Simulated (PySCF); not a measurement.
## C₆ coefficients of unlike pairs at UHF

Calculated with PySCF 2.14 from the dipole response of each species, C₆(A,B) = (3/π) ∫ α_A(iu) α_B(iu) du, in atomic units, from isotropic polarisabilities. For ions this is the dispersion term alone; charge-induced terms of lower order in 1/R come first.

```json
{"species": "S(2+)", "configuration": "[Ne] 3s2 3p2 (3P)", "basis": "aug-cc-pCVTZ-DK (8s7p5d3f)", "relativity": "spin-free X2C", "α (bohr³)": "7.447", "C₆ (like pair)": "27.15"}
{"species": "Mn", "configuration": "[Ar] 3d5 4s2 (6S)", "basis": "aug-cc-pVTZ with one added diffuse shell each of s, p, d, f, g type (9s8p6d4f3g)", "relativity": "none", "α (bohr³)": "106.2", "C₆ (like pair)": "1057"}
{"species": "Br+", "configuration": "[Ar] 3d10 4s2 4p4 (3P)", "basis": "aug-cc-pVQZ-PP with one added diffuse shell each of s, p, d, f, g type with ECP10MDF (8s7p6d4f3g)", "relativity": "core potential", "α (bohr³)": "12.30", "C₆ (like pair)": "75.76"}
{"species": "C+", "configuration": "[He] 2s2 2p1 (2P)", "basis": "aug-cc-pCVTZ-DK (7s6p4d2f)", "relativity": "spin-free X2C", "α (bohr³)": "6.295", "C₆ (like pair)": "14.96"}
```

Q: Estimate C₆ for C+ with S(2+).

A: The integral gives 20.05. The combination rule 2 C_A C_B / (C_A α_B/α_A + C_B α_A/α_B) gives 19.98 and the geometric mean 20.15.

No spin-orbit coupling is included.

The other pairs:

```csv
pair,C₆
"Br+, S(2+)",45.33
"C+, Mn",106.8
"C+, Br+",33.47
"Mn, S(2+)",135.8
"Br+, Mn",225.4
```
